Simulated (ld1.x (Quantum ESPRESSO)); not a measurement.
**Transferability test, TM potential for Ho (Z = 67)**

| Quantity | Value |
| --- | --- |
| Element | holmium (Ho) |
| Generator | ld1.x (Quantum ESPRESSO) 7.5 |
| Type | norm-conserving Troullier–Martins (Kleinman–Bylander form) |
| Functional | PBE |
| Relativity | scalar-relativistic |
| Frozen core | [Kr] 4d10 4f10 |
| Valence charge | 11 |
| Reference configuration | 5s2 5p6 5d1 6s2 6p0 |
| Partial waves | 5p (bound): rc 1.55 bohr; 5d (bound): rc 2.45 bohr; 5s (bound): rc 1.35 bohr |
| Local potential | the s channel |
| Core correction | none |

Occupied shells without a wave of their own: 6s. They enter only through the test configuration that unscreens the potential.

Energies are relative to the spin-unpolarised reference configuration 5s2 5p6 5d1 6s2 6p0; without spin polarisation the order of configurations can differ from experiment. The frozen-core shift is the all-electron ΔE with the core orbitals held at their reference shape minus the fully relaxed ΔE.

```tsv
valence configuration	charge	ΔE all-electron (eV)	error AE − PS (meV)	frozen-core shift (meV)
5s2 5p6 5d1 6s0 6p0	+2	19.538	-171	+23
5s2 5p6 5d0 6s0 6p0	+3	39.477	-310	+151
5s1 5p6 5d1 6s2 6p0	+1	60.189	-321	+401
5s2 5p5 5d1 6s2 6p0	+1	34.336	-184	+223
5s2 5p6 5d1 6s1.5 6p0	+0.5	2.804	-33	+1.2
5s2 5p6 5d1.5 6s1.5 6p0	0	1.108	-28	+3.0
```

(1) What are ΔE and the potential's error for 5s2 5p6 5d1 6s1 6p0?

Levels in the configuration 5s2 5p6 5d1 6s0 6p0:

| level | all-electron (eV) | pseudo (eV) |
| --- | --- | --- |
| 5s | -68.612 | -68.836 |
| 5p | -43.285 | -43.475 |
| 5d | -15.164 | -15.250 |

Results:

(1) ΔE = 6.941 eV all-electron; the error (AE − PS) is -73 meV.

The 6s level has no wave, so the channel is fitted at the deeper level alone: the likely source of the large errors.
